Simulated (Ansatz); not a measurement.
Isolated molecules relaxed with PBE0-D4/def2-TZVP in Ansatz; ΔE leaves out vibrations. CCSD(T)/CBS is the MP2 limit (def2-TZVPP, def2-QZVPP) plus CCSD(T) − MP2 in def2-TZVPP, frozen cores. Functionals use def2-TZVPP. B3LYP here is the variant with VWN-RPA as its local correlation; programs differ in this. For Se outer-core shells are correlated without core-valence functions, which leaves a few kJ/mol of doubt a bond. Scalar relativity is left out up to krypton. One conformer a species, not always the lowest.

`CC[Se]C=N` + `OCS` → `CC[SeH]` + `N=CSCO`  (formal exchange of groups at the Se–C bond)

`CC[Se]C=N`:

Z-matrix (Å, degrees):
```
C
C 1 1.513
H 1 1.091 2 111.1
H 1 1.094 2 110.3 3 120.1
H 1 1.092 2 111.4 3 -120.1
Se 2 1.954 1 113.7 3 58.7
H 2 1.091 1 111.8 3 -59.5
H 2 1.092 1 112.3 3 -180.0
C 6 1.910 2 97.1 1 78.9
N 9 1.257 6 128.2 2 -174.3
H 9 1.094 6 112.5 2 6.9
H 10 1.020 9 113.2 6 1.5
```

`OCS`:

Cartesian coordinates in Å:
```
O -0.797 -0.951 0.064
C -0.172 0.306 0.111
S 0.991 0.481 -1.244
H -1.381 -1.024 0.826
H -0.884 1.128 -0.032
H 0.353 0.463 1.059
H 1.891 -0.403 -0.784
```

`CC[SeH]`:

```xyz
9

C     0.285   -0.470    0.815
C    -0.274   -0.273   -0.577
Se   -0.963    1.529   -0.910
H     0.614   -1.505    0.951
H    -0.465   -0.245    1.576
H     1.144    0.180    0.991
H    -1.139   -0.916   -0.753
H     0.462   -0.497   -1.349
H     0.335    2.196   -0.743
```

`N=CSCO`:

Cartesian coordinates in Å:
```
N 0.037 1.876 -0.481
C 1.076 1.166 -0.459
S 1.295 -0.530 -0.013
C -0.334 -0.933 0.657
O -1.376 -0.934 -0.273
H -0.806 1.355 -0.243
H 2.034 1.607 -0.746
H -0.199 -1.904 1.146
H -0.591 -0.194 1.418
H -1.136 -1.509 -1.006
```

| level | ΔE (kcal/mol) | difference from CCSD(T)/CBS |
| --- | --- | --- |
| ωB97M-V | -4.6 | -0.7 |
| PBE | -4.4 | -0.5 |
| r2SCAN | -4.9 | -1.0 |
| B3LYP | -3.9 | 0.0 |
| HF/def2-TZVPP | -3.8 | 0.1 |
| SCS-MP2/def2-TZVPP | -3.4 | 0.5 |
| CCSD(T)/def2-TZVPP | -3.8 | 0.1 |
| HF/def2-QZVPP | -3.6 | 0.3 |
| MP2/CBS(def2) | -3.7 | 0.2 |
| CCSD/CBS(def2) | -3.6 | 0.3 |
| CCSD(T)/CBS | -3.9 | 0 |

Largest T1 diagnostic among the species: 0.014.
